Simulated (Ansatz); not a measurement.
`O=P(O)(O)CCCCCCCCCCCOc1ccccc1` with charge +1. The state is a doublet with charge 1. Geometry r2SCAN-D4/def2-SVP, that of the neutral singlet; atoms count from 1.

Cartesian coordinates in Å:
```
O 0.133 -2.035 -5.432
P -0.501 -0.956 -6.245
O 0.364 0.428 -6.266
O -0.700 -1.354 -7.812
C -2.139 -0.336 -5.828
C -2.231 0.290 -4.433
C -2.100 -0.726 -3.297
C -2.214 -0.112 -1.902
C -1.080 0.845 -1.539
C -1.169 1.355 -0.101
C -0.115 2.403 0.264
C 1.341 1.954 0.103
C 1.772 0.707 0.884
C 1.736 0.826 2.415
C 0.392 0.493 3.055
O 0.450 0.551 4.474
C 0.990 -0.481 5.170
C 1.435 -1.688 4.605
C 1.954 -2.689 5.435
C 2.041 -2.508 6.816
C 1.597 -1.301 7.372
C 1.078 -0.295 6.561
H 1.267 0.247 -5.962
H -0.161 -2.134 -8.016
H -2.836 -1.185 -5.939
H -2.395 0.393 -6.616
H -3.200 0.814 -4.347
H -1.452 1.068 -4.348
H -1.140 -1.264 -3.393
H -2.886 -1.494 -3.421
H -2.241 -0.927 -1.156
H -3.183 0.416 -1.805
H -1.075 1.712 -2.225
H -0.115 0.327 -1.699
H -1.108 0.493 0.589
H -2.172 1.790 0.063
H -0.286 2.750 1.299
H -0.270 3.296 -0.369
H 2.000 2.792 0.394
H 1.547 1.777 -0.968
H 1.176 -0.170 0.566
H 2.808 0.474 0.583
H 2.489 0.146 2.850
H 2.031 1.843 2.729
H 0.029 -0.498 2.722
H -0.379 1.227 2.779
H 1.386 -1.860 3.528
H 2.298 -3.625 4.983
H 2.451 -3.295 7.454
H 1.657 -1.140 8.453
H 0.725 0.652 6.976
```

Single mean-field runs in def2-TZVP are fitted with def2-universal-jkfit.

(1) Estimate the Mulliken populations of the heavy atoms from the PBE0/def2-TZVP orbitals of Ansatz.

(2) Where does the spin sit?

(3) And the Mayer bond orders between heavy atoms (over 0.3)?

Results:

(1) 
```json
{"atom": "O1", "charge (e)": "-0.52", "spin (α − β)": "0.03"}
{"atom": "P2", "charge (e)": "0.70", "spin (α − β)": "0.00"}
{"atom": "O3", "charge (e)": "-0.46", "spin (α − β)": "0.00"}
{"atom": "O4", "charge (e)": "-0.46", "spin (α − β)": "0.00"}
{"atom": "C5", "charge (e)": "-0.23", "spin (α − β)": "0.00"}
{"atom": "C6", "charge (e)": "-0.25", "spin (α − β)": "0.00"}
{"atom": "C7", "charge (e)": "-0.23", "spin (α − β)": "0.00"}
{"atom": "C8", "charge (e)": "-0.15", "spin (α − β)": "0.00"}
{"atom": "C9", "charge (e)": "-0.32", "spin (α − β)": "0.00"}
{"atom": "C10", "charge (e)": "-0.20", "spin (α − β)": "0.00"}
{"atom": "C11", "charge (e)": "-0.20", "spin (α − β)": "0.00"}
{"atom": "C12", "charge (e)": "-0.25", "spin (α − β)": "0.00"}
{"atom": "C13", "charge (e)": "-0.22", "spin (α − β)": "0.00"}
{"atom": "C14", "charge (e)": "-0.25", "spin (α − β)": "0.03"}
{"atom": "C15", "charge (e)": "-0.17", "spin (α − β)": "-0.01"}
{"atom": "O16", "charge (e)": "-0.09", "spin (α − β)": "0.27"}
{"atom": "C17", "charge (e)": "0.38", "spin (α − β)": "0.15"}
{"atom": "C18", "charge (e)": "-0.20", "spin (α − β)": "0.13"}
{"atom": "C19", "charge (e)": "-0.11", "spin (α − β)": "-0.05"}
{"atom": "C20", "charge (e)": "-0.04", "spin (α − β)": "0.36"}
{"atom": "C21", "charge (e)": "-0.07", "spin (α − β)": "-0.11"}
{"atom": "C22", "charge (e)": "-0.20", "spin (α − β)": "0.18"}
```
Mulliken values depend strongly on the basis.

(2) Summed by element: O 0.31, P 0.00, C 0.70, H 0.00, of 1 unpaired in all. Largest on single atoms: C20 0.36, O16 0.27, C22 0.18.

(3) O1–P2 1.96 (1.49 Å); P2–O3 1.17 (1.63 Å); P2–O4 1.20 (1.63 Å); P2–C5 0.96 (1.80 Å); C5–C6 0.99 (1.53 Å); C6–C7 1.00 (1.53 Å); C7–C8 1.00 (1.53 Å); C8–C9 1.02 (1.53 Å); C9–C10 1.01 (1.53 Å); C10–C11 0.97 (1.53 Å); C11–C12 0.97 (1.53 Å); C12–C13 1.01 (1.53 Å); C13–C14 0.95 (1.54 Å); C14–C15 0.96 (1.53 Å); C15–O16 0.85 (1.42 Å); O16–C17 1.29 (1.36 Å); C17–C18 1.20 (1.41 Å); C17–C22 1.25 (1.41 Å); C18–C19 1.54 (1.40 Å); C19–C20 1.32 (1.40 Å); C20–C21 1.32 (1.40 Å); C21–C22 1.53 (1.39 Å).
